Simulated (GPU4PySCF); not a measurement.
DNBDT (C26H14S2), SMILES c1ccc2cc3c(cc2c1)sc1cc2c(cc13)sc1cc3ccccc3cc12.

Geometry: ωB97X-D3(BJ)/def2-SVP.

Two levels are set side by side: TDA-PBE/def2-SVPD (GPU4PySCF) and TDA-PBE0/def2-SVPD (GPU4PySCF). Vertical, same geometry. The lowest singlet is HOMO→LUMO 91 % with PBE and HOMO→LUMO 90 % with the other functional; states are paired by order. Differences are taken from unrounded values.

| quantity | TDA-PBE0 | TDA-PBE | TDA-PBE minus TDA-PBE0 |
|---|---|---|---|
| lowest singlet excitation (eV) | 3.10 | 2.44 | -0.67 |
| lowest triplet excitation (TDA) (eV) | 2.38 | 2.07 | -0.31 |
| first bright state (f over 0.05) (eV) | 3.10 | 3.12 | 0.02 |
| its oscillator strength | 0.06 | 0.33 | 0.27 |

A lower first singlet is the usual sign of a functional without exact exchange. Differences between two approximate levels are no errors against the true value.
